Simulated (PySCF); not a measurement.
**Computed structure and properties of PbCl2**

System: PbCl2 (singlet); start: template (C2v). Method: PySCF 2.14.0, RKS PBE0, Pb def2-SVP with ECP60, Cl def2-SVP; non-relativistic Hamiltonian with scalar-relativistic core potentials where named; density fitting; no spin-orbit coupling.

Input of the relaxation:

```python
mol = gto.M(atom='''
Pb     0.00000     0.00000    -0.26673
Cl     2.36830    -0.00000     0.79317
Cl    -2.36830     0.00000     0.79317''',
    basis={'Pb': 'def2-SVP', 'Cl': 'def2-SVP'},
    ecp={'Pb': 'def2-SVP'},
    charge=0, spin=0)
mf = dft.RKS(mol, xc='PBE0')
mf.grids.atom_grid = (50, 194)
mf = mf.density_fit()  # fitting sets: Pb def2-universal-JKFIT, Cl def2-universal-JKFIT
mf.conv_tol = 1e-08; mf.max_cycle = 55
mf.kernel(dm0)  # dm0: converged density of the start geometry
# quasi-Newton relaxation in Cartesian coordinates to a largest gradient under 0.00045 Eh/bohr, steps kept in the point group
```

Run from Python with OMP_NUM_THREADS=2; the lines above give its settings. Where DIIS fails, smearing, a level shift and second-order steps follow.
It took 5.9 s on 2 threads of Arm Neoverse V1 (shared host), from the converged density of the start.

Course of the relaxation:

```csv
step,energy above end (eV),largest force component within the symmetry (eV/Å)
0,0.4275,0.820
1,0.2273,0.651
2,0.0413,0.296
3,0.0002,0.040
4,0.0004,0.052
5,0.0000,0.001
```

Relaxed geometry (C2v):

```xyz
3

Pb    0.0000    0.0000   -0.6289
Cl    1.8962    0.0000    0.9743
Cl   -1.8962    0.0000    0.9743
```

```
     contact      Å
Pb1–Cl2 (Cl)  2.483
Pb1–Cl3 (Cl)  2.483
```

On the finer grid (75, 302):

| Item | Value |
| --- | --- |
| HOMO | -7.99 eV |
| LUMO | -3.06 eV |
| Dipole about the centre of mass | 4.52 D |
| Set of Mulliken populations of Pb1 outside the core potential | s 3.92, p 7.22, d 10.14 |
| D3(BJ) dispersion energy (not in the energies) | -0.082 eV |

| atom | Mulliken (e) | Löwdin (e) | spin (e) |
| --- | --- | --- | --- |
| Pb1 | 0.72 | 0.35 | 0.00 |
| Cl2 | -0.36 | -0.18 | 0.00 |
| Cl3 | -0.36 | -0.18 | 0.00 |

On the grid (50, 194), as all that follows. Harmonic modes: a minimum; lowest 100 cm⁻¹ (negative: unstable), highest 334 cm⁻¹, zero-point energy 0.047 eV.

Taking off one Cl (charge -1, singlet; the rest: singlet) in vacuum, both parts rigid, costs 8.36 eV; the small basis without counterpoise inflates it. Most of it is the attraction of opposite charges; other ways to part are cheaper, and one spin state was tried for the rest.

Rigid scan of Cl along the line from its metal:

| distance to Cl2 (Å) | energy (eV) |
| --- | --- |
| 2.18 | 0.801 |
| 2.28 | 0.309 |
| 2.38 | 0.068 |
| 2.48 | 0.000 |
| 2.58 | 0.052 |
| 2.68 | 0.183 |
| 2.88 | 0.574 |
| 3.18 | 1.265 |
| 3.58 | 2.119 |
| 4.08 | 2.946 |

One start shape was tried, so this needn't be the lowest isomer.
